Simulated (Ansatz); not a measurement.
InH2(SiH3) (InSiH5). Total charge 0; singlet. Geometry relaxed at PBE-D4/def2-TZVP.

```tsv
atom	x (Å)	y (Å)	z (Å)
In1	-0.801	0.153	1.205
H2	-0.889	-1.120	2.391
H3	-1.660	1.634	1.530
Si4	0.599	-0.129	-0.951
H5	0.068	0.683	-2.091
H6	0.681	-1.557	-1.398
H7	2.002	0.336	-0.686
```

In the def2 sets In takes a core potential; there is no spin–orbit coupling.

Task: Estimate the harmonic wavenumbers at RKS PBE-D4/def2-TZVP (Ansatz, unscaled). Is this a minimum?

Result: 25, 270, 275, 343, 475, 506, 585, 818, 902, 911, 1725, 1730, 2132, 2150, 2159 cm⁻¹. Yes, no mode is imaginary beyond noise. Zero-point energy 89.8 kJ/mol. It took 18 s on 4 threads of Arm Neoverse V2 on a shared host.
